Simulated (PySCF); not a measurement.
From one molecule to another.

First species: C₂H₁₀NPSi₂.
SMILES: `P[Si@@H]1CC[SiH2]N1`

Second species: C4H7F2NSi.
SMILES with atom numbers: `[CH:1]#[C:2][CH2:3][NH:4][SiH2:5][CH:6]([F:7])[F:8]` (hydrogens: H9 on C1; H10, H11 on C3; H12 on N4; H13, H14 on Si5; H15 on C6)

Levels: PBE0/def2-SVPD for HOMO energy, LUMO energy, HOMO–LUMO gap and static isotropic polarisability; TDDFT PBE0/def2-SVPD for lowest singlet excitation; TDA PBE0/def2-SVPD for lowest triplet excitation (Tamm–Dancoff). Geometries: GFN2-xTB. Each structure is a single optimised conformer of the isolated species, non-relativistic unless stated; the electronic structure was computed with PySCF and density fitting.

Dipoles, sizes and rotational constants follow the conformer. The torsions of the flexible species, by atom-mapped SMILES:
- `[CH:1]#[C:2][CH2:3][NH:4][SiH2:5][CH:6]([F:7])[F:8]`: C2–C3–N4–Si5 85°, C3–N4–Si5–C6 176°, N4–Si5–C6–F7 138°

The conformers of `P[Si@@H]1CC[SiH2]N1` aren't listed.

Values for the first species:

| Item | Value |
| --- | --- |
| HOMO energy | -7.06 eV |
| LUMO energy | 0.18 eV |
| HOMO–LUMO gap | 7.24 eV |
| Lowest singlet excitation | 5.95 eV |
| Lowest triplet excitation (Tamm–Dancoff) | 5.45 eV |
| Static isotropic polarisability | 107.8 au |

Q: Estimate the same properties for the second species, and the change in each.

A: 
```
                                property     first    second  second less first
                             HOMO energy  -7.06 eV  -7.49 eV           -0.43 eV
                             LUMO energy   0.18 eV  -0.08 eV           -0.26 eV
                           HOMO–LUMO gap   7.24 eV   7.41 eV           +0.17 eV
               lowest singlet excitation   5.95 eV   6.06 eV           +0.11 eV
lowest triplet excitation (Tamm–Dancoff)   5.45 eV   5.34 eV           -0.11 eV
         static isotropic polarisability  107.8 au   81.1 au           -26.7 au
```

On the first: S1 lies 1.29 eV below the HOMO–LUMO gap. The 6 singlets span 5.95 to 6.83 eV, and their oscillator strengths add up to 0.14.

On the second: S1 lies 1.35 eV below the HOMO–LUMO gap; its leading configuration is HOMO→LUMO, weight 0.97. The 8 singlets span 6.06 to 7.22 eV, and their oscillator strengths add up to 0.08. GFN2-xTB frequencies show an imaginary mode (28i cm⁻¹), so this geometry is no minimum at that level.
